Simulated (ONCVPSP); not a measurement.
## germanium, ONCV: configuration errors across variants

Ge, optimised norm-conserving Vanderbilt (ONCV), made with ONCVPSP 4.0.1 (PBE, scalar-relativistic). Core [Ar] 3d10, reference 4s2 (charge +2). Waves: 4s: rc 1.65 bohr, ncon 3, nbas 7, qcut 4.4 1/bohr, 2 projectors, debl 0.5 Ha; p scattering state at 0.17 Ha: rc 1.40 bohr, ncon 3, nbas 7, qcut 4.9 1/bohr, 2 projectors, debl 3.8 Ha; d scattering state at 0.32 Ha: rc 1.40 bohr, ncon 4, nbas 7, qcut 7 1/bohr, local. Local part: the d channel. Core correction: Teter function, fcfact 2.5, rcfact 1.55.

In the s channel the program set the typed energies aside and used -1.075, 0.250 Ha. In the p channel the program set the typed energies aside and used 0.050, 3.850 Ha.

All-electron excitation energies from the reference (eV): (1) 4s2 4p2 -22.884; (2) 4s2 4p1 -15.439; (3) 4s1 34.792; (4) 4s2 4p1.5 -20.082.

3 further variants failed, have other tests or another functional or relativity, and are left out.

A true bound ghost makes a file unfit for plane-wave use even where its test errors are small: the radial tests pick states by their node count and pass the ghost by.

Errors AE − PS in meV (a dash: test not solved or not reliable):

| change | (1) | (2) | (3) | (4) | bound ghosts | GHOST(+) flags above zero |
| --- | --- | --- | --- | --- | --- | --- |
| base | -74 | -11 | -88 | -42 | s | p |
| p: nbas 8 | -74 | -11 | -88 | -42 | s | p |
| s: qcut 3.7; p: qcut 4.1; d: qcut 5.9 | -74 | -11 | -93 | -42 | s | p |
| d: qcut 5.4 | -68 | -7.8 | -88 | -37 | s | p |
| core correction Teter function, fcfact 7.4, rcfact 1.55 | -318 | -97 | -235 | -207 | s | p |

Give the same row for: s: rc 1.42.

-74, -11, -89, -42; bound ghosts: s; GHOST(+) flags above zero: p.
